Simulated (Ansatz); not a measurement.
# Molecular dynamics of ClF2GeH

Input:

```yaml
crystal:
  periodic: [false, false, false]
  atoms:
    - { symbol: Ge, position_ang: [-0.023815, -0.041805, 0.046623] }
    - { symbol: H, position_ang: [0.00349, 0.005822, 1.551362] }
    - { symbol: F, position_ang: [1.555715, -0.005525, -0.581487] }
    - { symbol: F, position_ang: [-0.782059, 1.344166, -0.58179] }
    - { symbol: Cl, position_ang: [-1.006031, -1.743258, -0.742808] }
basis:
  gaussian: { orbitals: def2-SVP }
hamiltonian:
  xc: hf
md:
  timestep: 0.5
  n_steps: 250
  ensemble: nvt_langevin
  temperature: 500.0
  initial_velocities: maxwell_boltzmann
  seed: 335084
  friction: 0.01
```

Launched with:

```bash
$ ansatz run input.yaml --threads 1 --pin off --max-ram 2048MiB --backend cpu --events-out ev --progress --plain --runs-dir out
```

It starts from a relaxed structure.

Output, in part (one step line in 3, the closing report, with atoms numbered from 0):

```
md step     0: t =     0.00 fs  T =   400.0 K  F+E_penalty+E_count = -74392.46283733 eV  E_kin = 0.258520 eV  (34 SCF iters)
md step     3: t =     1.50 fs  T =   487.2 K  F+E_penalty+E_count = -74392.45603992 eV  E_kin = 0.314907 eV  (36 SCF iters)
md step     6: t =     3.00 fs  T =   409.8 K  F+E_penalty+E_count = -74392.43527920 eV  E_kin = 0.264872 eV  (36 SCF iters)
md step     9: t =     4.50 fs  T =   369.9 K  F+E_penalty+E_count = -74392.40382238 eV  E_kin = 0.239062 eV  (37 SCF iters)
md step    12: t =     6.00 fs  T =   383.9 K  F+E_penalty+E_count = -74392.36441269 eV  E_kin = 0.248133 eV  (36 SCF iters)
md step    15: t =     7.50 fs  T =   294.0 K  F+E_penalty+E_count = -74392.32187340 eV  E_kin = 0.189986 eV  (27 SCF iters)
md step    18: t =     9.00 fs  T =   265.5 K  F+E_penalty+E_count = -74392.28622310 eV  E_kin = 0.171603 eV  (27 SCF iters)
md step    21: t =    10.50 fs  T =   191.5 K  F+E_penalty+E_count = -74392.25818366 eV  E_kin = 0.123795 eV  (27 SCF iters)
md step    24: t =    12.00 fs  T =   199.9 K  F+E_penalty+E_count = -74392.24758113 eV  E_kin = 0.129198 eV  (26 SCF iters)
md step    27: t =    13.50 fs  T =   216.7 K  F+E_penalty+E_count = -74392.25213194 eV  E_kin = 0.140023 eV  (27 SCF iters)
md step    30: t =    15.00 fs  T =   256.9 K  F+E_penalty+E_count = -74392.26591700 eV  E_kin = 0.166060 eV  (26 SCF iters)
md step    33: t =    16.50 fs  T =   393.4 K  F+E_penalty+E_count = -74392.29069173 eV  E_kin = 0.254232 eV  (36 SCF iters)
md step    36: t =    18.00 fs  T =   384.7 K  F+E_penalty+E_count = -74392.32163180 eV  E_kin = 0.248625 eV  (36 SCF iters)
md step    39: t =    19.50 fs  T =   353.3 K  F+E_penalty+E_count = -74392.34771788 eV  E_kin = 0.228329 eV  (36 SCF iters)
md step    42: t =    21.00 fs  T =   343.4 K  F+E_penalty+E_count = -74392.36486673 eV  E_kin = 0.221935 eV  (34 SCF iters)
md step    45: t =    22.50 fs  T =   355.0 K  F+E_penalty+E_count = -74392.38164323 eV  E_kin = 0.229438 eV  (35 SCF iters)
md step    48: t =    24.00 fs  T =   323.4 K  F+E_penalty+E_count = -74392.39068555 eV  E_kin = 0.209011 eV  (35 SCF iters)
md step    51: t =    25.50 fs  T =   296.9 K  F+E_penalty+E_count = -74392.39460083 eV  E_kin = 0.191912 eV  (36 SCF iters)
md step    54: t =    27.00 fs  T =   225.6 K  F+E_penalty+E_count = -74392.39354594 eV  E_kin = 0.145788 eV  (35 SCF iters)
md step    57: t =    28.50 fs  T =   241.8 K  F+E_penalty+E_count = -74392.39347167 eV  E_kin = 0.156261 eV  (34 SCF iters)
md step    60: t =    30.00 fs  T =   248.5 K  F+E_penalty+E_count = -74392.39322677 eV  E_kin = 0.160600 eV  (35 SCF iters)
md step    63: t =    31.50 fs  T =   257.2 K  F+E_penalty+E_count = -74392.39699844 eV  E_kin = 0.166257 eV  (35 SCF iters)
md step    66: t =    33.00 fs  T =   285.7 K  F+E_penalty+E_count = -74392.39579426 eV  E_kin = 0.184658 eV  (35 SCF iters)
md step    69: t =    34.50 fs  T =   345.2 K  F+E_penalty+E_count = -74392.38922814 eV  E_kin = 0.223135 eV  (35 SCF iters)
md step    72: t =    36.00 fs  T =   441.1 K  F+E_penalty+E_count = -74392.38996673 eV  E_kin = 0.285066 eV  (35 SCF iters)
md step    75: t =    37.50 fs  T =   502.3 K  F+E_penalty+E_count = -74392.39562728 eV  E_kin = 0.324661 eV  (36 SCF iters)
md step    78: t =    39.00 fs  T =   460.9 K  F+E_penalty+E_count = -74392.40104772 eV  E_kin = 0.297909 eV  (36 SCF iters)
md step    81: t =    40.50 fs  T =   513.9 K  F+E_penalty+E_count = -74392.40102481 eV  E_kin = 0.332118 eV  (36 SCF iters)
md step    84: t =    42.00 fs  T =   508.5 K  F+E_penalty+E_count = -74392.38911346 eV  E_kin = 0.328617 eV  (36 SCF iters)
md step    87: t =    43.50 fs  T =   475.1 K  F+E_penalty+E_count = -74392.37333502 eV  E_kin = 0.307051 eV  (36 SCF iters)
md step    90: t =    45.00 fs  T =   472.9 K  F+E_penalty+E_count = -74392.34860735 eV  E_kin = 0.305607 eV  (37 SCF iters)
md step    93: t =    46.50 fs  T =   399.8 K  F+E_penalty+E_count = -74392.31056410 eV  E_kin = 0.258404 eV  (36 SCF iters)
md step    96: t =    48.00 fs  T =   350.8 K  F+E_penalty+E_count = -74392.28138646 eV  E_kin = 0.226735 eV  (27 SCF iters)
md step    99: t =    49.50 fs  T =   272.2 K  F+E_penalty+E_count = -74392.25742801 eV  E_kin = 0.175896 eV  (27 SCF iters)
md step   102: t =    51.00 fs  T =   261.2 K  F+E_penalty+E_count = -74392.24619357 eV  E_kin = 0.168799 eV  (26 SCF iters)
md step   105: t =    52.50 fs  T =   224.1 K  F+E_penalty+E_count = -74392.23625281 eV  E_kin = 0.144821 eV  (27 SCF iters)
md step   108: t =    54.00 fs  T =   269.6 K  F+E_penalty+E_count = -74392.22543857 eV  E_kin = 0.174212 eV  (28 SCF iters)
md step   111: t =    55.50 fs  T =   292.3 K  F+E_penalty+E_count = -74392.24301049 eV  E_kin = 0.188939 eV  (27 SCF iters)
md step   114: t =    57.00 fs  T =   372.6 K  F+E_penalty+E_count = -74392.28410327 eV  E_kin = 0.240842 eV  (37 SCF iters)
md step   117: t =    58.50 fs  T =   431.3 K  F+E_penalty+E_count = -74392.31648442 eV  E_kin = 0.278745 eV  (36 SCF iters)
md step   120: t =    60.00 fs  T =   461.7 K  F+E_penalty+E_count = -74392.32897340 eV  E_kin = 0.298365 eV  (36 SCF iters)
md step   123: t =    61.50 fs  T =   406.6 K  F+E_penalty+E_count = -74392.34230178 eV  E_kin = 0.262811 eV  (37 SCF iters)
md step   126: t =    63.00 fs  T =   408.0 K  F+E_penalty+E_count = -74392.36744035 eV  E_kin = 0.263658 eV  (36 SCF iters)
md step   129: t =    64.50 fs  T =   394.7 K  F+E_penalty+E_count = -74392.39659848 eV  E_kin = 0.255078 eV  (37 SCF iters)
md step   132: t =    66.00 fs  T =   397.3 K  F+E_penalty+E_count = -74392.41318645 eV  E_kin = 0.256747 eV  (35 SCF iters)
md step   135: t =    67.50 fs  T =   425.2 K  F+E_penalty+E_count = -74392.39943146 eV  E_kin = 0.274786 eV  (35 SCF iters)
md step   138: t =    69.00 fs  T =   348.4 K  F+E_penalty+E_count = -74392.36763260 eV  E_kin = 0.225196 eV  (35 SCF iters)
md step   141: t =    70.50 fs  T =   235.3 K  F+E_penalty+E_count = -74392.35638689 eV  E_kin = 0.152078 eV  (35 SCF iters)
md step   144: t =    72.00 fs  T =   339.2 K  F+E_penalty+E_count = -74392.35482149 eV  E_kin = 0.219201 eV  (35 SCF iters)
md step   147: t =    73.50 fs  T =   283.3 K  F+E_penalty+E_count = -74392.32973339 eV  E_kin = 0.183097 eV  (35 SCF iters)
md step   150: t =    75.00 fs  T =   258.5 K  F+E_penalty+E_count = -74392.28921259 eV  E_kin = 0.167086 eV  (35 SCF iters)
md step   153: t =    76.50 fs  T =   220.1 K  F+E_penalty+E_count = -74392.26226464 eV  E_kin = 0.142248 eV  (35 SCF iters)
md step   156: t =    78.00 fs  T =   273.1 K  F+E_penalty+E_count = -74392.27030440 eV  E_kin = 0.176503 eV  (35 SCF iters)
md step   159: t =    79.50 fs  T =   311.1 K  F+E_penalty+E_count = -74392.29361071 eV  E_kin = 0.201069 eV  (35 SCF iters)
md step   162: t =    81.00 fs  T =   328.1 K  F+E_penalty+E_count = -74392.29517124 eV  E_kin = 0.212035 eV  (34 SCF iters)
md step   165: t =    82.50 fs  T =   290.3 K  F+E_penalty+E_count = -74392.25814234 eV  E_kin = 0.187644 eV  (34 SCF iters)
md step   168: t =    84.00 fs  T =   257.1 K  F+E_penalty+E_count = -74392.24042587 eV  E_kin = 0.166142 eV  (35 SCF iters)
md step   171: t =    85.50 fs  T =   362.0 K  F+E_penalty+E_count = -74392.26928005 eV  E_kin = 0.233962 eV  (35 SCF iters)
md step   174: t =    87.00 fs  T =   391.2 K  F+E_penalty+E_count = -74392.28287424 eV  E_kin = 0.252806 eV  (34 SCF iters)
md step   177: t =    88.50 fs  T =   311.5 K  F+E_penalty+E_count = -74392.26229569 eV  E_kin = 0.201323 eV  (35 SCF iters)
md step   180: t =    90.00 fs  T =   314.9 K  F+E_penalty+E_count = -74392.25196163 eV  E_kin = 0.203521 eV  (35 SCF iters)
md step   183: t =    91.50 fs  T =   440.4 K  F+E_penalty+E_count = -74392.27754877 eV  E_kin = 0.284652 eV  (35 SCF iters)
md step   186: t =    93.00 fs  T =   503.5 K  F+E_penalty+E_count = -74392.32360076 eV  E_kin = 0.325412 eV  (36 SCF iters)
md step   189: t =    94.50 fs  T =   475.2 K  F+E_penalty+E_count = -74392.33038229 eV  E_kin = 0.307124 eV  (35 SCF iters)
md step   192: t =    96.00 fs  T =   414.6 K  F+E_penalty+E_count = -74392.30404116 eV  E_kin = 0.267943 eV  (37 SCF iters)
md step   195: t =    97.50 fs  T =   360.5 K  F+E_penalty+E_count = -74392.31733780 eV  E_kin = 0.232999 eV  (36 SCF iters)
md step   198: t =    99.00 fs  T =   494.7 K  F+E_penalty+E_count = -74392.35994143 eV  E_kin = 0.319700 eV  (36 SCF iters)
md step   201: t =   100.50 fs  T =   541.9 K  F+E_penalty+E_count = -74392.36661222 eV  E_kin = 0.350258 eV  (37 SCF iters)
md step   204: t =   102.00 fs  T =   433.3 K  F+E_penalty+E_count = -74392.33681906 eV  E_kin = 0.280019 eV  (34 SCF iters)
md step   207: t =   103.50 fs  T =   462.0 K  F+E_penalty+E_count = -74392.31078439 eV  E_kin = 0.298580 eV  (37 SCF iters)
md step   210: t =   105.00 fs  T =   521.7 K  F+E_penalty+E_count = -74392.31399697 eV  E_kin = 0.337201 eV  (37 SCF iters)
md step   213: t =   106.50 fs  T =   579.3 K  F+E_penalty+E_count = -74392.32319429 eV  E_kin = 0.374405 eV  (37 SCF iters)
md step   216: t =   108.00 fs  T =   511.2 K  F+E_penalty+E_count = -74392.30169573 eV  E_kin = 0.330392 eV  (36 SCF iters)
md step   219: t =   109.50 fs  T =   360.6 K  F+E_penalty+E_count = -74392.23966884 eV  E_kin = 0.233073 eV  (36 SCF iters)
md step   222: t =   111.00 fs  T =   283.6 K  F+E_penalty+E_count = -74392.19647594 eV  E_kin = 0.183305 eV  (36 SCF iters)
md step   225: t =   112.50 fs  T =   301.2 K  F+E_penalty+E_count = -74392.20648024 eV  E_kin = 0.194642 eV  (36 SCF iters)
md step   228: t =   114.00 fs  T =   334.5 K  F+E_penalty+E_count = -74392.20840652 eV  E_kin = 0.216217 eV  (36 SCF iters)
md step   231: t =   115.50 fs  T =   280.4 K  F+E_penalty+E_count = -74392.17898352 eV  E_kin = 0.181192 eV  (37 SCF iters)
md step   234: t =   117.00 fs  T =   282.6 K  F+E_penalty+E_count = -74392.14433209 eV  E_kin = 0.182626 eV  (37 SCF iters)
md step   237: t =   118.50 fs  T =   311.0 K  F+E_penalty+E_count = -74392.14142899 eV  E_kin = 0.201027 eV  (37 SCF iters)
md step   240: t =   120.00 fs  T =   414.8 K  F+E_penalty+E_count = -74392.19456289 eV  E_kin = 0.268097 eV  (37 SCF iters)
md step   243: t =   121.50 fs  T =   466.5 K  F+E_penalty+E_count = -74392.26531354 eV  E_kin = 0.301523 eV  (35 SCF iters)
md step   246: t =   123.00 fs  T =   495.9 K  F+E_penalty+E_count = -74392.28703787 eV  E_kin = 0.320473 eV  (35 SCF iters)
md step   249: t =   124.50 fs  T =   504.1 K  F+E_penalty+E_count = -74392.25486058 eV  E_kin = 0.325799 eV  (37 SCF iters)
md step   250: t =   125.00 fs  T =   526.5 K  F+E_penalty+E_count = -74392.24242920 eV  E_kin = 0.340295 eV  (36 SCF iters)
Total energy: -74392.24242920 eV, -2733.8644844002 hartree
Atom 0 at     0.136129     0.002105    -0.022203 Å, force     0.063304    -3.082707    -1.525373 eV/Å
Atom 1 at    -0.186405     0.232112     1.353440 Å, force    -0.211418     0.235283     1.825673 eV/Å
Atom 2 at     1.767260    -0.445522    -0.292044 Å, force    -0.398773     0.525979     0.097859 eV/Å
Atom 3 at    -0.264574     1.363006    -0.886327 Å, force    -0.056582     1.135653    -0.929327 eV/Å
Atom 4 at    -0.970049    -1.717243    -0.867429 Å, force     0.603469     1.185793     0.531168 eV/Å
Dipole moment:    -0.110120     0.148657     0.497048 e Å
```

The run went to its last step. The mean temperature of the second half is 25 % below the set value. A run of 0.12 ps of so small a system gives no equilibrium averages.

The same pairs are bonded in the first frame and the last. Pairs count as bonded within 1.25 times the sum of covalent radii (0.12 Å more for H–H).

Last frame:

```xyz
5
Properties=species:S:1:pos:R:3
Ge 0.136 0.002 -0.022
H -0.186 0.232 1.353
F 1.767 -0.446 -0.292
F -0.265 1.363 -0.886
Cl -0.970 -1.717 -0.867
```

Run time: 6.8 min on 1 thread of Arm Neoverse V1, on a shared host, peak memory 0.16 GiB.
